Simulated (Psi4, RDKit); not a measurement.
Relaxed torsion scan: C6H9NSi, SMILES c1c([SiH2]N)cccc1. Scanned: dihedral N1–Si2–C3–C4; all other coordinates were relaxed at GFN2-xTB. Points at φ and −φ are mirror images. Heavy atoms are numbered in the order of the SMILES N[SiH2]c1ccccc1, hydrogens after them in the order of the atoms that carry them; the mirror image has the same energies with the sign of each dihedral reversed.

Methods: PBE/def2-SVP // GFN2-xTB (Psi4); PBE0-D3(BJ)/def2-SVP // GFN2-xTB (Psi4); UFF // GFN2-xTB (RDKit).

Energies in kJ/mol, each method relative to its own lowest point.

```json
[
 {"φ / °": "-150", "PBE/def2-SVP": "0.00", "PBE0-D3(BJ)/def2-SVP": "0.00", "UFF": "0.38"},
 {"φ / °": "-120", "PBE/def2-SVP": "2.22", "PBE0-D3(BJ)/def2-SVP": "2.23", "UFF": "0.83"},
 {"φ / °": "-90", "PBE/def2-SVP": "5.49", "PBE0-D3(BJ)/def2-SVP": "5.76", "UFF": "0.22"},
 {"φ / °": "-60", "PBE/def2-SVP": "2.23", "PBE0-D3(BJ)/def2-SVP": "2.25", "UFF": "0.93"},
 {"φ / °": "-30", "PBE/def2-SVP": "0.00", "PBE0-D3(BJ)/def2-SVP": "0.02", "UFF": "0.35"},
 {"φ / °": "0", "PBE/def2-SVP": "3.67", "PBE0-D3(BJ)/def2-SVP": "4.05", "UFF": "0.09"},
 {"φ / °": "30", "PBE/def2-SVP": "0.00", "PBE0-D3(BJ)/def2-SVP": "0.02", "UFF": "0.35"},
 {"φ / °": "60", "PBE/def2-SVP": "2.23", "PBE0-D3(BJ)/def2-SVP": "2.25", "UFF": "0.93"},
 {"φ / °": "90", "PBE/def2-SVP": "5.49", "PBE0-D3(BJ)/def2-SVP": "5.76", "UFF": "0.22"},
 {"φ / °": "120", "PBE/def2-SVP": "2.22", "PBE0-D3(BJ)/def2-SVP": "2.23", "UFF": "0.83"},
 {"φ / °": "150", "PBE/def2-SVP": "0.00", "PBE0-D3(BJ)/def2-SVP": "0.00", "UFF": "0.38"},
 {"φ / °": "180", "PBE/def2-SVP": "3.55", "PBE0-D3(BJ)/def2-SVP": "3.93", "UFF": "0.00"}
]
```
